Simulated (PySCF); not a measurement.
PySCF job for Rb(F) anion (FRb), SMILES [Rb][F] (connectivity only; charge and spin as stated), charge -1, multiplicity 2, C-PCM-M06-2X/def2-TZVPD. Coordinates come from a B3LYP-D3(BJ)/def2-TZVPD optimisation. The multiplicity is an assumed one; other spin states were not compared. The def2 effective core potentials stand for the cores of Rb; spin–orbit coupling is left out.

```python
import numpy as np
from pyscf import gto, scf, dft
from pyscf.solvent import pcm

mol = gto.M(
    atom='''
    Rb    0.00000000    0.00000000   -0.48413152
    F     0.00000000    0.00000000    1.99031848
    ''',
    basis='def2-TZVPD',
    ecp={'Rb': 'def2-tzvp'},
    charge=-1,
    spin=1,
    max_memory=1600,
    verbose=3,
)
mf = dft.UKS(mol, xc='m06-2x').density_fit(auxbasis='def2-universal-jkfit')
mf.grids.level = 4
mf.conv_tol = 1e-9
mf.max_cycle = 100
mf.kernel()
fine, coarse = mf.grids, dft.Grids(mol).set(level=1).build(with_non0tab=True)
for _ in range(3):  # follow internal instabilities
    mf.grids = coarse
    mo, _, stable, _ = mf.stability(return_status=True, nroots=4)
    mf.grids = fine
    if stable:
        break
    mf.kernel(mf.make_rdm1(mo, mf.mo_occ))
res = {}
for name, eps in {'water': 78.355, 'benzene': 2.2706, 'dichloromethane': 8.93}.items():
    s = mf.PCM()
    s.with_solvent.method, s.with_solvent.eps, s.with_solvent.lebedev_order = 'C-PCM', eps, 29
    s.kernel(mf.make_rdm1())
    res[name] = (s.e_tot, eps, s.dip_moment(), s.mo_energy, s.converged)
    print(f'{name}: electrostatic solvation free energy {(s.e_tot - mf.e_tot) * 627.509474:.3f} kcal/mol')
```

It prints:

```

WARN: HOMO -0.185693039005223 >= LUMO -0.185693039005223

converged SCF energy = -123.944422326022  <S^2> = 0.75046703  2S+1 = 2.000467
<class 'pyscf.df.df_jk.DFUKS'> wavefunction is stable in the internal stability analysis

WARN: PCM is an experimental feature. It is still in testing.
Features and APIs may be changed in the future.

converged SCF energy = -124.024281205722  <S^2> = 0.75042031  2S+1 = 2.0004203

WARN: System has nonzero charge -1; the dipole moment is origin-dependent.
Location of origin: [0. 0. 0.]

Dipole moment(X, Y, Z, Debye): -0.00000,  0.00000, -3.01214
water: electrostatic solvation free energy -50.112 kcal/mol

WARN: PCM is an experimental feature. It is still in testing.
Features and APIs may be changed in the future.

converged SCF energy = -123.988336230269  <S^2> = 0.75044806  2S+1 = 2.000448

WARN: System has nonzero charge -1; the dipole moment is origin-dependent.
Location of origin: [0. 0. 0.]

Dipole moment(X, Y, Z, Debye): -0.00000,  0.00000, -1.21172
benzene: electrostatic solvation free energy -27.556 kcal/mol

WARN: PCM is an experimental feature. It is still in testing.
Features and APIs may be changed in the future.

converged SCF energy = -124.015750089842  <S^2> = 0.75042839  2S+1 = 2.0004283

WARN: System has nonzero charge -1; the dipole moment is origin-dependent.
Location of origin: [0. 0. 0.]

Dipole moment(X, Y, Z, Debye): -0.00000,  0.00000, -2.48396
dichloromethane: electrostatic solvation free energy -44.759 kcal/mol
```

Self-consistency was reached.

Cost: around 50 core-seconds (rough).
